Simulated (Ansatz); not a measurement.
A nudged elastic band was laid between two geometries of H4Sn + HO (7 atoms, charge 0, multiplicity 2).

All numbers below come from UHF/def2-mTZVP in Ansatz 0.2.0.

```
movable images  : 5
climbing image  : yes
spring          : 5.0 eV/Å²
optimiser       : quadratic models (default)
start path      : through a guess of the saddle point
force threshold : 0.03 eV/Å
iteration limit : 60
end points      : relaxed
```

First end point:

```xyz
7
Properties=species:S:1:pos:R:3
Sn -0.025 -0.039 -0.278
H -0.151 -0.231 1.420
H 1.626 0.016 -0.704
H -0.795 1.416 -0.725
H -0.784 -1.363 -1.038
O -0.188 -0.299 4.736
H -0.195 -0.300 3.779
```

Last end point:

```xyz
7
Properties=species:S:1:pos:R:3
Sn 0.032 0.049 -0.788
H -0.074 -0.111 3.274
H 1.657 0.055 -1.325
H -0.773 1.459 -1.332
H -0.772 -1.345 -1.375
O -0.049 -0.076 4.219
H -0.533 -0.832 4.515
```

What changes between the two ends?

Bonds broken: Sn1–H2. Bonds formed: H2–O6. H4Sn + HO becomes H2O + H3Sn.

Give the energies along the band, and the barrier.

The forces met the threshold. The highest image is number 3 of 0 to 6, 0.66 eV above the first end and 1.76 eV above the last; the last end lies 1.10 eV below the first. Neighbouring images differ by up to 1.6 eV, so the band resolves the path poorly. A vibrational analysis at the climbing image gives one clearly imaginary mode, 2037i cm⁻¹: a first-order saddle point.

| image | path coordinate (Å) | energy (eV) | Sn1–H2 (Å) | H2–O6 (Å) |
| --- | --- | --- | --- | --- |
| 0 | 0.00 | 0.00 | 1.71 | 3.32 |
| 1 | 0.69 | 0.02 | 1.71 | 2.90 |
| 2 | 1.38 | 0.12 | 1.70 | 2.21 |
| 3 | 2.07 | 0.66 | 1.85 | 1.37 |
| 4 | 2.99 | -0.99 | 2.82 | 0.95 |
| 5 | 3.91 | -1.09 | 3.50 | 0.95 |
| 6 | 4.82 | -1.10 | 4.07 | 0.95 |

What is the geometry of the highest image?


```xyz
7
Properties=species:S:1:pos:R:3:forces:R:3
Sn -0.004 -0.002 0.063 0.00 0.00 0.00
H -0.004 0.029 1.912 0.00 0.00 0.00
H 1.611 -0.023 -0.491 0.00 0.00 0.00
H -0.810 1.388 -0.513 0.00 0.00 0.00
H -0.818 -1.408 -0.473 0.00 0.00 0.00
O -0.021 0.025 3.287 0.00 0.00 0.00
H -0.468 -0.809 3.403 0.00 0.00 0.00
```

Run time: 2.8 min on 1 thread of Arm Neoverse V2 (shared host), peak memory 0.2 GiB.
